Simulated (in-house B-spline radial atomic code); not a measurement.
Successive ionisation energies of zirconium; each step leads to the configuration of the next row (after the last: [Ar] 3d6). NIST's values go from ground level to ground level; the uncertainty of those that are theory runs from under 0.1 % in few-electron ions to several per cent in heavy many-electron ones. Computed with an all-electron radial atomic-structure program (B-spline basis): non-relativistic Hartree-Fock, average of the configuration, point nuclei.

This level leaves out relativity, spin-orbit splitting included, which matters for heavy ions.

```json
{"ion": "Zr10+", "configuration": "[Ar] 3d10 4s2", "ionisation energy (eV)": "209.0", "tabulated value (eV)": "214.9", "tabulated kind": "semi-empirical", "computed minus tabulated (eV)": "-5.9", "highest orbital": "4s", "largest mean radius (bohr)": "1.1063"}
{"ion": "Zr11+", "configuration": "[Ar] 3d10 4s1", "ionisation energy (eV)": "231.0", "tabulated value (eV)": "236.252", "tabulated kind": "measured", "computed minus tabulated (eV)": "-5.2", "highest orbital": "4s", "largest mean radius (bohr)": "1.0868"}
{"ion": "Zr12+", "configuration": "[Ar] 3d10", "ionisation energy (eV)": "428.7", "tabulated value (eV)": "426", "tabulated kind": "tabulated theory", "computed minus tabulated (eV)": "2.7", "highest orbital": "3d", "largest mean radius (bohr)": "0.46376"}
{"ion": "Zr13+", "configuration": "[Ar] 3d9", "ionisation energy (eV)": "?", "tabulated value (eV)": "?", "tabulated kind": "tabulated theory", "computed minus tabulated (eV)": "?", "highest orbital": "?", "largest mean radius (bohr)": "?"}
{"ion": "Zr14+", "configuration": "[Ar] 3d8", "ionisation energy (eV)": "?", "tabulated value (eV)": "?", "tabulated kind": "tabulated theory", "computed minus tabulated (eV)": "?", "highest orbital": "?", "largest mean radius (bohr)": "?"}
{"ion": "Zr15+", "configuration": "[Ar] 3d7", "ionisation energy (eV)": "578.4", "tabulated value (eV)": "573", "tabulated kind": "tabulated theory", "computed minus tabulated (eV)": "5.4", "highest orbital": "3d", "largest mean radius (bohr)": "0.45031"}
```

(1) Fill in the row of Zr13+.

(2) Fill in the row of Zr14+.

(3) Where is the largest jump?

Results:

(1) ionisation energy (eV): 476.9; tabulated value (eV): 470; computed minus tabulated (eV): 6.9; highest orbital: 3d; largest mean radius (bohr): 0.45929.

(2) ionisation energy (eV): 526.8; tabulated value (eV): 520; computed minus tabulated (eV): 6.8; highest orbital: 3d; largest mean radius (bohr): 0.4548.

(3) From Zr11+ to Zr12+, by a factor of 1.86 (231.02 to 428.72 eV); the highest orbital goes from 4s to 3d.
